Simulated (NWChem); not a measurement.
System: HO2, doublet; SMILES [O]O

NWChem input:

```
start job
memory heap 200 mb stack 900 mb global 1100 mb
geometry units angstroms
  O     -0.536276     0.315665     0.011437
  O      0.614877    -0.292811    -0.009711
  H     -1.247662    -0.362782    -0.027392
end
basis spherical
  * library def2-svp
end
dft
  odft
  mult 2
  xc pbe0
  iterations 150
end
driver
  maxiter 120
end
task dft optimize
task dft freq
```

Output (shortened):

```
             Northwest Computational Chemistry Package (NWChem) 7.3.0
             --------------------------------------------------------

 CS  symmetry detected

                             Geometry "geometry" -> ""
                             -------------------------

 Output coordinates in angstroms (scale by  1.889725989 to convert to a.u.)

  No.       Tag          Charge          X              Y              Z
 ---- ---------------- ---------- -------------- -------------- --------------
    1 O                    8.0000     0.09286414     0.58977798     0.00000000
    2 O                    8.0000     0.00945697    -0.70979378     0.00000000
    3 H                    1.0000    -0.81856887     0.96012637     0.00000000

 Effective nuclear repulsion energy (a.u.)      32.5812201305

      Symmetry information
      --------------------

 Group name             Cs
 Group number              2
 Group order               2
 No. of unique centers     3

                                Z-matrix (autoz)
                                --------

 Units are Angstrom for bonds and degrees for angles

      Type          Name      I     J     K     L     M      Value
      ----------- --------  ----- ----- ----- ----- ----- ----------
    1 Stretch                  1     2                       1.30225
    2 Stretch                  1     3                       0.98380
    3 Bend                     2     1     3               108.44146

                           NWChem Geometry Optimization
                           ----------------------------

 maximum gradient threshold         (gmax) =   0.000450
 rms gradient threshold             (grms) =   0.000300
 maximum cartesian step threshold   (xmax) =   0.001800
 rms cartesian step threshold       (xrms) =   0.001200
 fixed trust radius                (trust) =   0.300000
 source of zmatrix                         =   autoz

          -------------------
          Energy Minimization
          -------------------

 Using diagonal initial Hessian
 Scaling for Hessian diagonals: bonds = 1.00  angles = 0.25  torsions = 0.10

          --------
          Step   0

                                 NWChem DFT Module
                                 -----------------

 Summary of "ao basis" -> "ao basis" (spherical)
 ------------------------------------------------------------------------------
       Tag                 Description            Shells   Functions and Types
 ---------------- ------------------------------  ------  ---------------------
 O                          def2-svp                 6       14   3s2p1d
 H                          def2-svp                 3        5   2s1p

      Symmetry analysis of basis
      --------------------------

        a'         24
        a"          9

            General Information
            -------------------
          SCF calculation type: DFT
          Wavefunction type:  spin polarized.
          No. of atoms     :     3
          No. of electrons :    17
           Alpha electrons :     9
            Beta electrons :     8
          Charge           :     0
          Spin multiplicity:     2
          Use of symmetry is: on ; symmetry adaption is: on
          Maximum number of iterations: 150
          AO basis - number of functions:    33
                     number of shells:    15
          Convergence on energy requested:  1.00D-06
          Convergence on density requested:  1.00D-05
          Convergence on gradient requested:  5.00D-04

              XC Information
              --------------
                         PBE0 Method XC Functional
                     Hartree-Fock (Exact) Exchange  0.250
          PerdewBurkeErnzerhof Exchange Functional  0.750
            Perdew 1991 LDA Correlation Functional  1.000 local
           PerdewBurkeErnz. Correlation Functional  1.000 non-local

             Grid Information
             ----------------
          Grid used for XC integration:  medium
          Radial quadrature: Mura-Knowles
          Angular quadrature: Lebedev.
          Tag              B.-S. Rad. Rad. Pts. Rad. Cut. Ang. Pts.
          ---              ---------- --------- --------- ---------
          O                   0.60       49           7.0       434
          H                   0.35       45           6.0       434
          Grid pruning is: on
          Number of quadrature shells:   143
          Spatial weights used:  Erf1

      Superposition of Atomic Density Guess
      -------------------------------------

 Sum of atomic energies:        -149.88158675

      Non-variational initial energy
      ------------------------------

 Total energy =    -150.016182
 1-e energy   =    -271.319592
 2-e energy   =      88.722190
 HOMO         =      -0.249821
 LUMO         =       0.119944

   Symmetry analysis of molecular orbitals - initial alpha
   -------------------------------------------------------

  Numbering of irreducible representations:

     1 a'          2 a"

  Orbital symmetries:

     1 a'          2 a'          3 a'          4 a'          5 a'
     6 a'          7 a"          8 a'          9 a"         10 a'
    11 a'         12 a'         13 a'         14 a'         15 a"
    16 a'         17 a'         18 a"         19 a'

   Symmetry analysis of molecular orbitals - initial beta
   ------------------------------------------------------

  Numbering of irreducible representations:

     1 a'          2 a"

  Orbital symmetries:

[...]

      ----------------------
      Optimization converged
      ----------------------

  Step       Energy      Delta E   Gmax     Grms     Xrms     Xmax
  ---- ---------------- -------- -------- -------- -------- --------
@    3    -150.62944365  8.0D-08  0.00009  0.00006  0.00016  0.00037
                                     ok       ok       ok       ok

                                Z-matrix (autoz)
                                --------

 Units are Angstrom for bonds and degrees for angles

      Type          Name      I     J     K     L     M      Value     Gradient
      ----------- --------  ----- ----- ----- ----- ----- ---------- ----------
    1 Stretch                  1     2                       1.30020    0.00003
    2 Stretch                  1     3                       0.97761    0.00009
    3 Bend                     2     1     3               106.27596   -0.00002

                         Geometry "geometry" -> "geometry"
                         ---------------------------------

 Output coordinates in angstroms (scale by  1.889725989 to convert to a.u.)

  No.       Tag          Charge          X              Y              Z
 ---- ---------------- ---------- -------------- -------------- --------------
    1 O                    8.0000     0.09960456     0.59686364     0.00000000
    2 O                    8.0000    -0.00105887    -0.69943656     0.00000000
    3 H                    1.0000    -0.81479346     0.94268350     0.00000000

 Effective nuclear repulsion energy (a.u.)      32.6880867509

      Symmetry information
      --------------------

 Group name             Cs
 Group number              2
 Group order               2
 No. of unique centers     3

                Final and change from initial internal coordinates
                --------------------------------------------------

                                Z-matrix (autoz)
                                --------

 Units are Angstrom for bonds and degrees for angles

      Type          Name      I     J     K     L     M      Value       Change
      ----------- --------  ----- ----- ----- ----- ----- ---------- ----------
    1 Stretch                  1     2                       1.30020   -0.00204
    2 Stretch                  1     3                       0.97761   -0.00620
    3 Bend                     2     1     3               106.27596   -2.16550

[...]

 Rotational Constants
 --------------------
 A=  20.878144 cm-1  ( 30.038321 K)
 B=   1.170089 cm-1  (  1.683460 K)
 C=   1.107993 cm-1  (  1.594120 K)

 Temperature                      =   298.15K
 frequency scaling parameter      =   1.0000

 Zero-Point correction to Energy  =    9.067 kcal/mol  (  0.014449 au)
 Thermal correction to Energy     =   10.856 kcal/mol  (  0.017300 au)
 Thermal correction to Enthalpy   =   11.448 kcal/mol  (  0.018244 au)

 Total Entropy                    =   53.177 cal/mol-K
   - Translational                =   36.397 cal/mol-K (mol. weight =  32.9976)
   - Rotational                   =   16.733 cal/mol-K (symmetry #  =        1)
   - Vibrational                  =    0.047 cal/mol-K

 Cv (constant volume heat capacity) =    6.218 cal/mol-K
   - Translational                  =    2.979 cal/mol-K
   - Rotational                     =    2.979 cal/mol-K
   - Vibrational                    =    0.259 cal/mol-K

[normal modes left out]

 ----------------------------------------------------------------------------
 Normal Eigenvalue ||           Projected Infra Red Intensities
  Mode   [cm**-1]  || [atomic units] [(debye/angs)**2] [(KM/mol)] [arbitrary]
 ------ ---------- || -------------- ----------------- ---------- -----------
    1       -0.000 ||    0.000029           0.001         0.029       0.010
    2        0.000 ||    0.003931           0.091         3.832       1.283
    3        0.000 ||    0.001363           0.031         1.329       0.445
    4        0.000 ||    0.157490           3.633       153.529      51.404
    5        0.000 ||    0.007519           0.173         7.330       2.454
    6        0.000 ||    0.007598           0.175         7.407       2.480
    7     1249.941 ||    0.036045           0.832        35.138      11.765
    8     1463.641 ||    0.033438           0.771        32.597      10.914
    9     3631.892 ||    0.028323           0.653        27.611       9.245
 ----------------------------------------------------------------------------
```

Level: PBE0/def2-SVP, spin-unrestricted. In the optimisation the excess spin sits in a" (Cs, its own frame).
